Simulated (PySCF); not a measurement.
Core-level binding energies of `C/C(F)=C/C(=O)F`

C₄H₄F₂O.
SMILES with atom numbers: `[CH3:1]/[C:2]([F:3])=[CH:4]/[C:5](=[O:6])[F:7]`

Cartesian coordinates in Å at the GFN2-xTB level; atoms count from 1:
```xyz
11
C4H4F2O angstrom
C     -1.7718    0.0040   -0.2270
C     -0.4002    0.1429    0.3177
F     -0.3796    0.6148    1.5638
C      0.7419   -0.1542   -0.3147
C      2.0591    0.0040    0.2782
O      2.3987    0.3927    1.3412
F      3.0180   -0.3924   -0.6233
H     -2.2688    0.9742   -0.2096
H     -1.7528   -0.3795   -1.2410
H     -2.3492   -0.6666    0.4099
H      0.7101   -0.5373   -1.3212
```

Theory: delta-SCF UKS SCAN, pcX-2 on the ionised atom, pcseg-1 elsewhere, spin-free X2C (PySCF). Vertical ΔSCF values, vacuum level as zero.

Q: What binding energy does each computed site have?

A: 
```
atom(s)                 bonded to  level  binding energy (eV)  above the level's lowest (eV)  count
     C4  C (double bond), C and H   C 1s               291.46                           0.00      1
     C1                 C and 3 H   C 1s               292.08                          +0.62      1
     C2  F, C (double bond) and C   C 1s               294.14                          +2.68      1
     C5  F, O (double bond) and C   C 1s               295.49                          +4.03      1
     O6           C (double bond)   O 1s               538.20                           0.00      1
     F7                         C   F 1s               692.69                           0.00      1
     F3                         C   F 1s               693.80                          +1.11      1
```

The listed C 1s values span 4.03 eV, from C4 (bonded to C (double bond), C and H) to C5 (bonded to F, O (double bond) and C). The widest gap between neighbouring values is 2.06 eV, between 292.08 and 294.14 eV. Summing the Pauling electronegativity differences to the bonded atoms, each weighted by its formal bond order, gives -0.35 for the lowest site and +3.21 for the highest; no listed site has a larger sum than the highest. The smallest sum, -1.05, belongs to C1, 0.62 eV above the lowest.

Lowest listed F 1s: F7, bonded to C. Highest, 1.11 eV above it: F3, bonded to C. Summing the Pauling electronegativity differences to the bonded atoms, each weighted by its formal bond order, gives -1.43 for the lowest site and -1.43 for the highest; the sum is the same at every site.

Q: Express the binding energy of C 1s of C1 in atomic units and per mole.

A: 292.08 eV = 10.7337 Eh = 28181 kJ/mol.

The unrestricted hole states depart most from a pure doublet (⟨S²⟩ = 0.75; over 0.85 named) for C 1s of C2 (0.88), which makes this value less certain. The structure is a single GFN2-xTB conformer in the gas phase; no vibrational or solvent corrections.
